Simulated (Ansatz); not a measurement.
System: SeBr$_{2}$ (charge 0, singlet). SMILES: Br[Se]Br
Coordinates optimised at B3LYP-D3(BJ)/def2-TZVP (Ansatz, a quantum-chemistry and plane-wave program):
```
Se
Br 1 2.3360
Br 1 2.3360 2 102.92
```
Charge 0, spin multiplicity 1.

Property: vertical electron affinity (to the doublet state of charge -1; a negative value means that the extra electron is unbound and the number depends on the basis; each state is the SCF solution reached for its spin), in eV. Cores are frozen in the correlated levels unless marked. Open shells are spin-unrestricted. No spin-orbit coupling. Frozen are the shells of the preceding noble gas and the d and f shells that filled before the atom's block. Non-relativistic. Anions need diffuse functions: aug- sets have them; def2-D sets add few. CBS marks a two-point X^-3 extrapolation of the correlation energy; Hartree-Fock from the larger set. [CCSD(T)-MP2]/basis is that difference in the basis named.

```json
[
 {"level": "SVWN5/def2-TZVPD", "program": "Ansatz", "vertical electron affinity (eV)": "?"},
 {"level": "PBE/def2-TZVPD", "program": "Ansatz", "vertical electron affinity (eV)": "1.42"},
 {"level": "r2SCAN/def2-TZVPD", "program": "Ansatz", "vertical electron affinity (eV)": "1.49"},
 {"level": "B3LYP/def2-TZVPD", "program": "Ansatz", "vertical electron affinity (eV)": "?"},
 {"level": "PBE0/def2-TZVPD", "program": "Ansatz", "vertical electron affinity (eV)": "1.45"},
 {"level": "BHLYP/def2-TZVPD", "program": "Ansatz", "vertical electron affinity (eV)": "?"},
 {"level": "CAM-B3LYP/def2-TZVPD", "program": "Ansatz", "vertical electron affinity (eV)": "1.49"},
 {"level": "wB97M-V/def2-TZVPD", "program": "Ansatz", "vertical electron affinity (eV)": "1.35"},
 {"level": "wB97X-V/def2-TZVPD", "program": "Ansatz", "vertical electron affinity (eV)": "1.35"},
 {"level": "wB97X/def2-TZVPD", "program": "Ansatz", "vertical electron affinity (eV)": "1.35"},
 {"level": "B2PLYP/def2-TZVPD", "program": "Ansatz", "vertical electron affinity (eV)": "1.35"},
 {"level": "SCS-MP2/aug-cc-pVTZ", "program": "Ansatz", "vertical electron affinity (eV)": "1.15"},
 {"level": "CCSD/aug-cc-pVDZ", "program": "Ansatz", "vertical electron affinity (eV)": "1.21"},
 {"level": "CCSD/aug-cc-pVTZ", "program": "Ansatz", "vertical electron affinity (eV)": "1.21"},
 {"level": "RI-MP2/CBS(aug-cc-pVTZ,aug-cc-pVQZ)+[CCSD(T)-MP2]/aug-cc-pVTZ", "program": "Ansatz", "vertical electron affinity (eV)": "1.35"}
]
```

Complete the blanks.


- SVWN5/def2-TZVPD, vertical electron affinity (eV): 1.59
- B3LYP/def2-TZVPD, vertical electron affinity (eV): 1.48
- BHLYP/def2-TZVPD, vertical electron affinity (eV): 1.39
